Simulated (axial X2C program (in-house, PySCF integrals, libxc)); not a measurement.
## Spectroscopic constants of CsP

All values were computed with an in-house all-electron X2C program for linear molecules (integrals from PySCF). Spin-free means the one-electron spin-free X2C Hamiltonian; two-component (2c) means X2C with spin–orbit coupling and atomic mean-field two-electron Coulomb and Gaunt terms, so the difference of the two also holds small scalar two-electron terms. Basis: Cs dyall-cv3z [15s15p9d4f1g], P dyall-v3z [8s7p2d1f] (cores contracted in-house); Gaussian nuclei, density fitting, unrestricted open shells. Masses: Cs 132.905 u, P 30.974 u.

The run was started with this input:
```json
{
 "zs": [
  55,
  15
 ],
 "q": 0,
 "bas": [
  "dyall-cv3z",
  "dyall-v3z"
 ],
 "levels": [
  "PBE0",
  "HF",
  "BHandHLYP",
  "B97-3",
  "r2SCAN"
 ],
 "cc": true,
 "r0": 3.11,
 "thr": -2.0,
 "nmax": 140
}
```
```bash
python so2c.py task.json out
```

Keys: zs atomic numbers; q charge; bas basis sets; levels methods; cc coupled cluster on or off; r0 starting distance in Å; thr threshold in hartree for freezing inner shells (an s shell follows its p shell); nmax most natural virtual spinors. HF also brings MP2.

State, spin-free: M_S = 1, Λ = 0 (beyond evenly filled blocks: π+α, π-α); electrons by block: σα: 16, σβ: 16, π+α: 8, π+β: 7, π-α: 8, π-β: 7, δ+α: 2, δ+β: 2, δ-α: 2, δ-β: 2. Fragments: Cs + P.

State, 2c: Ω = 1 (⟨Sz⟩ = 1.00, ⟨Lz⟩ = 0.00 at PBE0); electrons by block: 1/2: 23, -1/2: 24, 3/2: 10, -3/2: 9, 5/2: 2, -5/2: 2. Fragments: Cs + P.

| Hamiltonian | level | Re (Å) | ωe (cm⁻¹) | ωexe (cm⁻¹) | Be (cm⁻¹) | De (eV) | D0 (eV) | μ (D) |
| --- | --- | --- | --- | --- | --- | --- | --- | --- |
| spin-free | PBE0 | 3.270 | 167.3 | 0.576 | 0.06276 | 1.42 | 1.41 | -9.94 |
| spin-free | HF | 3.403 | 158.1 | 0.479 | 0.05796 | 0.364 | 0.354 | -12.18 |
| spin-free | MP2 | 3.296 | 168.8 | 0.579 | 0.06176 | 0.999 | 0.988 | n/a |
| spin-free | CCSD | 3.316 | 167.1 | 0.561 | 0.06103 | 1.06 | 1.05 | n/a |
| spin-free | CCSD(T) | 3.310 | 167.1 | 0.571 | 0.06127 | 1.11 | 1.10 | n/a |
| spin-free | BHandHLYP | 3.314 | 165.2 | 0.53 | 0.0611 | 1.30 | 1.29 | -10.73 |
| spin-free | B97-3 | 3.303 | 162.6 | 0.484 | 0.0615 | 1.57 | 1.56 | -10.39 |
| spin-free | r2SCAN | 3.293 | 163.3 | 0.564 | 0.06189 | 1.45 | 1.44 | -10.10 |
| 2c | PBE0 | 3.269 | 167.5 | 0.577 | 0.0628 | 1.43 | 1.42 | -9.91 |
| 2c | HF | 3.402 | 158.2 | 0.479 | 0.05798 | 0.364 | 0.355 | -12.16 |
| 2c | CCSD | 3.315 | 167.2 | 0.559 | 0.06106 | 1.06 | 1.05 | n/a |
| 2c | CCSD(T) | 3.309 | 167.2 | 0.569 | 0.06129 | 1.11 | 1.10 | n/a |
| 2c | BHandHLYP | 3.313 | 165.3 | 0.53 | 0.06113 | 1.30 | 1.29 | -10.71 |
| 2c | B97-3 | 3.302 | 162.7 | 0.486 | 0.06153 | 1.57 | 1.56 | -10.36 |
| 2c | r2SCAN | 3.292 | 163.4 | 0.563 | 0.06193 | 1.45 | 1.44 | -10.08 |

Correlated methods: 14 electrons correlated (number of frozen shells: Cs 4 s, 3 p, 2 d; P 2 s, 1 p), 266 virtual spin orbitals or spinors in MP2, 132 natural virtuals in coupled cluster.

Dipoles are positive if P is the positive end.

The state is a single determinant with fixed occupations, the lowest that a limited PBE0 search found. Dissociation energies refer to the lowest single-determinant-based atoms at the same level and basis. Density functionals use the spin component along the axis (collinear). CCSD and (T) use frozen natural virtuals with an MP2 correction for the truncation; (T) itself is uncorrected, so its De runs slightly low. PBE0 can misorder states that lie within some tenths of an eV, so this need not be the ground state of the molecule. The nearest other spin-free determinant of the search, M_S = 1, Λ = 1, lies 0.32 eV up at the distance of the search. With several unpaired electrons one determinant need not be a pure state. Open-shell Ω = 0 determinants with evenly filled partner blocks cannot be reached by this program, so the Ω shown need not be the lowest component. This is the Ω = 1 component of a π² triplet; the 0⁺ component is not one determinant and can lie lowest. Some points did not converge and are left out. The stretched end of a curve changes character and is left out.

No reliable constants came from MP2 (2c): no minimum in range, unconverged points, a curve that is not smooth, a change of character along it, or the two Hamiltonians disagreeing along it.

Rough cost a point (2c) on 2 thread(s) of a shared host, integrals apart: PBE0 0.5 s, HF 0.9 s, CCSD(T) 17 s, BHandHLYP 0.7 s, B97-3 0.5 s, r2SCAN 0.6 s.

The whole task took 5.3 min on 2 threads of Arm Neoverse V1, on a shared host.
